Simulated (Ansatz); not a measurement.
Calculated with Ansatz (gas phase, PBE0-D4/def2-TZVP geometries, no zero-point term in ΔE). CCSD(T)/CBS is the MP2 limit (def2-TZVPP, def2-QZVPP) plus CCSD(T) − MP2 in def2-TZVPP, frozen cores. DFT in def2-TZVPP. For Br outer-core shells are correlated without core-valence functions, which leaves a few kJ/mol of doubt a bond. Scalar relativity is left out up to krypton. One conformer a species, not always the lowest.

`NC[SiH2][NH][AlH2]` + HBr → `[AlH2][NH][SiH2]Br` + CH₃NH₂  (ligand exchange at the Si–C bond)

`NC[SiH2][NH][AlH2]`:

Cartesian coordinates in Å:
```
N 0.168 0.191 -2.643
C 0.585 0.566 -1.297
Si 0.065 -0.781 -0.089
N 0.353 -0.359 1.564
Al -0.814 0.081 2.835
H 0.482 0.863 -3.332
H -0.841 0.146 -2.709
H 0.214 1.543 -0.947
H 1.679 0.627 -1.271
H -1.403 -0.994 -0.236
H 0.778 -2.038 -0.448
H 1.326 -0.386 1.841
H -2.346 0.142 2.452
H -0.246 0.399 4.280
```

HBr:

```xyz
2

Br    0.228   -0.656   -0.150
H    -0.228    0.656    0.150
```

`[AlH2][NH][SiH2]Br`:

Cartesian coordinates in Å:
```
Al 0.547 -1.147 -1.301
N 0.232 -0.514 0.344
Si -0.289 1.048 0.799
Br -2.459 1.099 1.334
H 0.410 -0.136 -2.505
H 0.959 -2.668 -1.424
H 0.296 -1.177 1.107
H 0.414 1.543 2.005
H -0.109 1.953 -0.357
```

CH₃NH₂:

```xyz
7

C    -0.118   -0.554    0.047
N     0.170    0.800   -0.394
H    -0.147   -0.698    1.137
H     0.633   -1.235   -0.359
H    -1.084   -0.868   -0.356
H     1.067    1.107   -0.040
H    -0.521    1.447   -0.036
```

```
             level  ΔE (kcal/mol)  difference from CCSD(T)/CBS
         r2SCAN-D4          -28.6                          0.0
           PBE0-D4          -28.2                          0.4
           ωB97X-V          -27.9                          0.7
           ωB97M-V          -27.9                          0.7
               PBE          -27.8                          0.8
            r2SCAN          -28.8                         -0.2
     HF/def2-TZVPP          -31.6                         -3.0
    MP2/def2-TZVPP          -28.8                         -0.2
SCS-MP2/def2-TZVPP          -28.6                          0.0
   CCSD/def2-TZVPP          -27.7                          0.9
CCSD(T)/def2-TZVPP          -27.3                          1.3
     HF/def2-QZVPP          -31.5                         -2.9
    MP2/def2-QZVPP          -29.5                         -0.9
      HF/CBS(def2)          -31.5                         -2.9
     MP2/CBS(def2)          -30.0                         -1.4
    CCSD/CBS(def2)          -28.9                         -0.3
       CCSD(T)/CBS          -28.6                            0
```

Largest T1 diagnostic among the species: 0.011.

From PBE to PBE0 (25 % exact exchange), in def2-TZVPP and without D4, ΔE moves by −0.9 kcal/mol. In def2-TZVPP, CCSD(T) changes the Hartree–Fock value by +4.3 kcal/mol (the triples alone add +0.4 kcal/mol) and MP2 by +2.8 kcal/mol.
